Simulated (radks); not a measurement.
Results of a calculation; reference values are marked as such.
These are the eigenvalues of the occupied orbitals of an atom or ion with whole-number occupations (eV). Code: a radial shooting solver on a logarithmic mesh with Libxc functionals. Model: scalar-relativistic Kohn-Sham, PBEsol, spin-polarised, spherical densities, point nucleus.

| orbital | eigenvalue |
|---|---|
| 1s | -85616.43 |
| 2s | -15250.04 |
| 2p | -13116.57 |
| 3s | -3645.432 |
| 3p | -3031.569 |
| 3d | -2395.990 |
| 4s | -818.9461 |
| 4p | -617.7585 |
| 4d | -382.1588 |
| 5s | -138.3547 |
| 4f | -121.3867 |
| 5p | -83.4119 |
| 5d | -22.7825 |
| 6s | -16.3774 |

Which element is it, and in what charge state? The configuration may be excited. Open shells, if any, are filled with parallel spins first.

Answer. Z = 81, thallium, charge +1: Tl+ in [Hg]. The list shows which subshells hold electrons but not how many an open one holds; the 1s level, -3146.3 hartree, gives Z - s = 79.3 by -(Z - s)^2/2, which with screening and relativity narrows Z to a few neighbours, and the depths of the outer levels then fix element, charge and occupations together.
